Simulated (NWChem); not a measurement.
System: sulfur difluoride (SF$_{2}$); SMILES FSF

NWChem input:

```
start job
memory heap 200 mb stack 900 mb global 1100 mb
geometry units angstroms noautoz
  F      1.227542     0.000000    -0.496096
  S      0.000000     0.000000     0.548457
  F     -1.227542     0.000000    -0.496096
end
basis spherical
  * library def2-tzvpp
end
dft
  xc b3lyp
  iterations 150
  mulliken
end
task dft energy
```

Excerpt of the output:

```
             Northwest Computational Chemistry Package (NWChem) 7.3.0
             --------------------------------------------------------

 C2V symmetry detected

                             Geometry "geometry" -> ""
                             -------------------------

 Output coordinates in angstroms (scale by  1.889725989 to convert to a.u.)

  No.       Tag          Charge          X              Y              Z
 ---- ---------------- ---------- -------------- -------------- --------------
    1 F                    9.0000     1.22754200     0.00000000    -0.49155435
    2 S                   16.0000     0.00000000     0.00000000     0.55299865
    3 F                    9.0000    -1.22754200     0.00000000    -0.49155435

 Effective nuclear repulsion energy (a.u.)     112.0126537180

      Symmetry information
      --------------------

 Group name             C2v
 Group number             16
 Group order               4
 No. of unique centers     2

                                 NWChem DFT Module
                                 -----------------

 Summary of "ao basis" -> "ao basis" (spherical)
 ------------------------------------------------------------------------------
       Tag                 Description            Shells   Functions and Types
 ---------------- ------------------------------  ------  ---------------------
 F                         def2-tzvpp               11       31   5s3p2d1f
 S                         def2-tzvpp               14       42   5s5p3d1f

      Symmetry analysis of basis
      --------------------------

        a1         39
        a2         14
        b1         31
        b2         20

            General Information
            -------------------
          SCF calculation type: DFT
          Wavefunction type:  closed shell.
          No. of atoms     :     3
          No. of electrons :    34
           Alpha electrons :    17
            Beta electrons :    17
          Charge           :     0
          Spin multiplicity:     1
          Use of symmetry is: on ; symmetry adaption is: on
          Maximum number of iterations: 150
          AO basis - number of functions:   104
                     number of shells:    36
          Convergence on energy requested:  1.00D-06
          Convergence on density requested:  1.00D-05
          Convergence on gradient requested:  5.00D-04

              XC Information
              --------------
                         B3LYP Method XC Potential
                     Hartree-Fock (Exact) Exchange  0.200
                        Slater Exchange Functional  0.800 local
                    Becke 1988 Exchange Functional  0.720 non-local
              Lee-Yang-Parr Correlation Functional  0.810
                  VWN I RPA Correlation Functional  0.190 local

             Grid Information
             ----------------
          Grid used for XC integration:  medium
          Radial quadrature: Mura-Knowles
          Angular quadrature: Lebedev.
          Tag              B.-S. Rad. Rad. Pts. Rad. Cut. Ang. Pts.
          ---              ---------- --------- --------- ---------
          F                   0.50       49           7.0       434
          S                   1.00       88           6.0       590
          Grid pruning is: on
          Number of quadrature shells:   137
          Spatial weights used:  Erf1

      Superposition of Atomic Density Guess
      -------------------------------------

 Sum of atomic energies:        -596.31565808

      Non-variational initial energy
      ------------------------------

 Total energy =    -596.568038
 1-e energy   =   -1051.269230
 2-e energy   =     342.688538
 HOMO         =      -0.223493
 LUMO         =      -0.026341

      Symmetry analysis of molecular orbitals - initial
      -------------------------------------------------

  Numbering of irreducible representations:

     1 a1          2 a2          3 b1          4 b2

  Orbital symmetries:

     1 a1          2 a1          3 b1          4 a1          5 b1
     6 a1          7 b2          8 a1          9 b1         10 a1
    11 b1         12 a1         13 b2         14 a2         15 b1
    16 a1         17 b2         18 b1         19 a1         20 a1
    21 b1         22 b2         23 a1         24 b2         25 a2
    26 a1         27 a1

     ---------------------------------------------
      Total Density - Mulliken Population Analysis
     ---------------------------------------------

    Atom       Charge   Shell Charges
 -----------   ------   -------------------------------------------------------
    1 F    9     9.38   0.77  1.20  0.61  1.01  0.32  2.30  2.30  0.87  0.00  0.01  0.00
    2 S   16    15.24   2.01  0.49  1.48  1.07  0.86  4.15  1.71  0.71  1.70  0.84  0.00  0.06  0.11  0.03
    3 F    9     9.38   0.77  1.20  0.61  1.01  0.32  2.30  2.30  0.87  0.00  0.01  0.00

   convergence    iter        energy       DeltaE   RMS-Dens  Diis-err
 ---------------- ----- ----------------- --------- --------- ---------
 d= 0,ls=0.0,diis     1   -597.8620615113 -7.10D+02  9.42D-03  1.23D+00
 d= 0,ls=0.0,diis     2   -597.8014775849  6.06D-02  5.98D-03  1.70D+00
 d= 0,ls=0.0,diis     3   -597.9329015298 -1.31D-01  1.47D-03  2.06D-01
 d= 0,ls=0.0,diis     4   -597.9465716070 -1.37D-02  5.19D-04  9.75D-03
 d= 0,ls=0.0,diis     5   -597.9473185312 -7.47D-04  4.65D-05  1.11D-04
  Resetting Diis
 d= 0,ls=0.0,diis     6   -597.9473275017 -8.97D-06  8.43D-06  1.37D-06
 d= 0,ls=0.0,diis     7   -597.9473276344 -1.33D-07  3.02D-06  1.20D-07

         Total DFT energy =     -597.947327634411
      One electron energy =    -1050.941366292559
           Coulomb energy =      387.605794457409
    Exchange-Corr. energy =      -46.624409517293
 Nuclear repulsion energy =      112.012653718032

 Numeric. integr. density =       33.999997421496

                  Occupations of the irreducible representations
                  ----------------------------------------------

                     irrep           alpha         beta
                     --------     --------     --------
                     a1                8.0          8.0
                     a2                1.0          1.0
                     b1                5.0          5.0
                     b2                3.0          3.0

                       DFT Final Molecular Orbital Analysis
                       ------------------------------------

 Vector   15  Occ=2.000000D+00  E=-4.545264D-01  Symmetry=b1
              MO Center= -9.5D-15, -3.6D-15, -4.4D-01, r^2= 2.0D+00
   Bfn.  Coefficient  Atom+Function         Bfn.  Coefficient  Atom+Function
  ----- ------------  ---------------      ----- ------------  ---------------
     6      0.302704  1 F  px                79      0.302704  3 F  px
     9      0.246025  1 F  px                82      0.246025  3 F  px
     8      0.203950  1 F  pz                81     -0.203950  3 F  pz
    11      0.166406  1 F  pz                84     -0.166406  3 F  pz
    12      0.158206  1 F  px                85      0.158206  3 F  px

 Vector   16  Occ=2.000000D+00  E=-4.389449D-01  Symmetry=a1
              MO Center=  1.6D-14, -2.4D-15,  5.7D-02, r^2= 2.2D+00
   Bfn.  Coefficient  Atom+Function         Bfn.  Coefficient  Atom+Function
  ----- ------------  ---------------      ----- ------------  ---------------
    36      0.370458  2 S  s                  8     -0.298607  1 F  pz
    81     -0.298607  3 F  pz                35      0.288435  2 S  s
    11     -0.240342  1 F  pz                84     -0.240342  3 F  pz
    48      0.224364  2 S  pz                34     -0.201977  2 S  s
    14     -0.170342  1 F  pz                87     -0.170342  3 F  pz

 Vector   17  Occ=2.000000D+00  E=-2.604761D-01  Symmetry=b2
              MO Center= -1.0D-14,  6.6D-16,  4.3D-01, r^2= 1.7D+00
   Bfn.  Coefficient  Atom+Function         Bfn.  Coefficient  Atom+Function
  ----- ------------  ---------------      ----- ------------  ---------------
    47      0.535080  2 S  py                50      0.360134  2 S  py
    44      0.252800  2 S  py                38     -0.196599  2 S  py
     7     -0.191678  1 F  py                80     -0.191678  3 F  py
    10     -0.149355  1 F  py                83     -0.149355  3 F  py
    13     -0.146441  1 F  py                86     -0.146441  3 F  py

 Vector   18  Occ=0.000000D+00  E=-7.756542D-02  Symmetry=b1
              MO Center=  2.4D-15, -6.4D-16,  6.5D-01, r^2= 2.1D+00
   Bfn.  Coefficient  Atom+Function         Bfn.  Coefficient  Atom+Function
  ----- ------------  ---------------      ----- ------------  ---------------
    49      0.683631  2 S  px                46      0.499840  2 S  px
     5     -0.289760  1 F  s                 78      0.289760  3 F  s
    43      0.216275  2 S  px                14     -0.189288  1 F  pz
    87      0.189288  3 F  pz                 8     -0.180576  1 F  pz
    81      0.180576  3 F  pz                37     -0.169359  2 S  px

 Vector   19  Occ=0.000000D+00  E=-4.364232D-02  Symmetry=a1
              MO Center=  1.3D-14,  7.3D-16,  3.0D-01, r^2= 2.2D+00
   Bfn.  Coefficient  Atom+Function         Bfn.  Coefficient  Atom+Function
  ----- ------------  ---------------      ----- ------------  ---------------
    51      0.710707  2 S  pz                36     -0.626471  2 S  s
    48      0.478108  2 S  pz                 5      0.379142  1 F  s
    78      0.379142  3 F  s                 35     -0.280757  2 S  s
    12     -0.272928  1 F  px                85      0.272928  3 F  px
     6     -0.208860  1 F  px                79      0.208860  3 F  px

[...]
```

Level: B3LYP/def2-TZVPP. The geometry was optimised at PBE0/def2-SVP.
